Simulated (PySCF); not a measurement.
GaCl2I, SMILES [Cl][Ga]([Cl])[I].

Geometry: B3LYP-D3(BJ)/def2-SVP. The def2 effective core potentials stand for the cores of I; spin–orbit coupling is left out.

The numbers are results of TDA-CAM-B3LYP/def2-SVPD (PySCF), not measurements.

Vertical excitations. Gas-phase values at a fixed geometry. State labels are in the subgroup C2v.

```
state  symmetry  energy (eV)  λ (nm)      f                                              main pairs
-----  --------  -----------  ------  -----  ------------------------------------------------------
S1           B2         4.67     266  0.011                                          HOMO→LUMO 97 %
S2           B1         4.79     259  0.006                                        HOMO−1→LUMO 97 %
S3           A2         5.39     230  0.000                                        HOMO→LUMO+1 99 %
S4           A1         5.70     217  0.000                    HOMO−1→LUMO+1 67 %, HOMO−2→LUMO 30 %
S5           B2         5.98     207  0.018                                        HOMO−3→LUMO 94 %
S6           A2         6.07     204  0.000                                        HOMO−4→LUMO 96 %
S7           A1         6.33     196  0.253  HOMO−2→LUMO 52 %, HOMO−6→LUMO 21 %, HOMO−1→LUMO+1 21 %
S8           B1         6.41     193  0.000                                      HOMO−2→LUMO+1 96 %
S9           A2         6.51     190  0.000                                      HOMO−3→LUMO+1 99 %
S10          B1         6.67     186  0.032                                        HOMO−5→LUMO 93 %
T1           B2         4.22     294      0                                          HOMO→LUMO 95 %
T2           B1         4.38     283      0                                        HOMO−1→LUMO 95 %
T3           A1         5.17     240      0                    HOMO−2→LUMO 56 %, HOMO−1→LUMO+1 38 %
T4           A2         5.29     235      0                                        HOMO→LUMO+1 99 %
```
Triplets are in the Tamm–Dancoff approximation.
